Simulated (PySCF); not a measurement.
# Correlation energy of Ce⁺ (cerium, charge +1)

[Xe] 4f1 5d2, one real determinant. All numbers are calculated (PySCF 2.14, the spin-free X2C one-electron Hamiltonian (Gaussian nucleus), in x2c-TZVPPall (11s7p7d4f2g, 113 functions)). Frozen: [Kr] 4d10; 11 electrons correlated.

```tsv
level	correlation energy (mhartree)
CCSD	-257.33
(T)	-9.10
CCSD(T)	-266.43
```

Diagnostics: T1 = 0.020, D1 = 0.0890, largest double amplitude 0.037.

The real determinant used has ⟨L²⟩ near 24 against 42 for a pure I term, so it mixes terms. Spin-orbit coupling, absent here, splits the open shell strongly.

Cost of the coupled-cluster step: about 110 core-seconds, for 11 correlated electrons.

The reference is one real determinant that mixes LS terms of this configuration.
